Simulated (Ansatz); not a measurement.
## Relative stability

Two relaxed structures of SnH$_{3}$SO (charge -1), closed shell (PBE0-D4/def2-TZVPD; forces vanish, vibrations not checked).

A:

```xyz
6
angstrom
O 0.0446 -2.3361 1.3597
S 1.0413 -1.5267 0.4849
Sn -0.0407 0.5030 -0.2804
H -1.4781 0.3043 -1.2504
H 1.0327 1.4522 -1.2675
H -0.5998 1.6033 0.9538
```

B:

```
atom    x (Å)    y (Å)    z (Å)
  O1   0.3628  -2.3691   1.3922
  S2   0.8500  -1.6271   0.1552
 Sn3  -0.1496   0.7903  -0.0216
  H4  -1.2922   0.2570  -1.2948
  H5   1.1598   1.0480  -1.2281
  H6   2.0570  -1.0453   0.4774
```

Ansatz 0.2.0; basis: def2-TZVPPD; cores frozen in the correlated methods. Filled d shells of the heavier atoms are correlated. Core potentials replace the inner electrons of the atoms past krypton. The def2 sets are not built for correlating such inner shells, so the correlated values are less sure here. B3LYP uses VWN-RPA correlation.

Which structure is lower at CCSD(T), and by how much? (An estimate is asked for; the value comes from the calculation.)

Computed: B, by 35.1 kJ/mol (electronic energy, against the other). By their contacts, A is SnH₃SO ([O][S][SnH3]), total charge -1 and B is SnH₃SO ([O][SH][SnH2]), total charge -1.

All methods give the same order:

```json
{"method": "PBE-D4", "E(B) − E(A) (kJ/mol)": "-42.7"}
{"method": "r2SCAN-D4", "E(B) − E(A) (kJ/mol)": "-41.9"}
{"method": "PBE0-D4", "E(B) − E(A) (kJ/mol)": "-42.3"}
{"method": "B3LYP-D4", "E(B) − E(A) (kJ/mol)": "-47.1"}
{"method": "wB97M-V", "E(B) − E(A) (kJ/mol)": "-41.6"}
{"method": "HF", "E(B) − E(A) (kJ/mol)": "-39.6"}
{"method": "MP2", "E(B) − E(A) (kJ/mol)": "-38.5"}
{"method": "CCSD", "E(B) − E(A) (kJ/mol)": "-38.5"}
{"method": "CCSD(T)", "E(B) − E(A) (kJ/mol)": "-35.1"}
```

No T1 diagnostic of these runs exceeds 0.021.

Labels in which every atom is bracketed show which atoms are joined, not bond orders.

For scale, one of the runs: CCSD(T)/def2-TZVPPD, 198 basis functions, launched by `ansatz run in.yaml --threads 2 --pin off --events-out ev --progress --plain --max-ram 4352MiB`. Hardware: 2 CPU threads of an Arm Neoverse V1, shared host. Wall time 120 s; peak host memory 2.5 GiB.
